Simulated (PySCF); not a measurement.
Isomers of C7H12. Theory: PBE0-D3(BJ)/def2-SVP geometry optimisation, gas phase (PySCF 2.14.0). Energies are electronic, without zero-point or thermal terms, for one conformer each. No frequencies were run at this level. Point groups hold within 0.08 Å.

Task: Order them by energy at this level, lowest first, and give relative energies in kcal/mol.
A. `[CH2:1]1[CH2:2][C@@H:3]2[CH2:4][CH2:5][C@@H:6]2[CH2:7]1` with C7–C1–C2–C3 38°, C1–C2–C3–C4 74°, C2–C3–C4–C5 -108°, C3–C4–C5–C6 0°
B. `[CH2:1]=[C:2]([CH2:3][CH3:4])[CH:5]1[CH2:6][CH2:7]1` with C1–C2–C3–C4 0°, C1–C2–C5–C6 -35°
C. `[CH2:1]=[CH:2][C:3](=[CH2:4])[CH:5]([CH3:6])[CH3:7]` with C1–C2–C3–C4 -176°, C2–C3–C5–C6 -158°
D. `C[C@@H]1[C@H]2C[C@@H](C)[C@@H]12`

Result: A (0.0), C (20.1), D (22.9), B (24.0).

As drawn, the lowest has a four-membered ring, which the highest lacks; the highest has a three-membered ring and a C=C bond outside aromatic rings, which the lowest lacks. Neighbours under 2.5 kcal/mol apart (C[C@@H]1[C@H]2C[C@@H](C)[C@@H]12 and C=C(CC)C1CC1) can change places with a better method, another conformer or zero-point energy.

```
                          SMILES      E (Eh)  E rel (kcal/mol)  dipole (D)  point group     A, B, C (MHz)
           C1C[C@@H]2CC[C@@H]2C1  -273.44144               0.0        0.13           Cs  4190, 2888, 2233
                   C=CC(=C)C(C)C  -273.40945              20.1        0.26           C1  3502, 2095, 1568
C[C@@H]1[C@H]2C[C@@H](C)[C@@H]12  -273.40492              22.9        0.19           C1  4975, 2019, 1703
                    C=C(CC)C1CC1  -273.40320              24.0        0.68           Cs  6291, 1472, 1338
```
